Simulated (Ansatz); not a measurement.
F₂MoOS (`[O]=[Mo]([F])([F])=[S]`), charge 0, multiplicity 1.

(1) Give a relaxed structure at PBE0-D4/def2-TZVP (Ansatz). (Best estimate.)

## Answers

(1) Computed: 
Z-matrix (Å, degrees):
```
Mo
O 1 1.659
F 1 1.833 2 109.6
S 1 2.095 2 107.2 3 -118.2
F 1 1.833 2 109.6 3 123.5
```
Point group Cs.
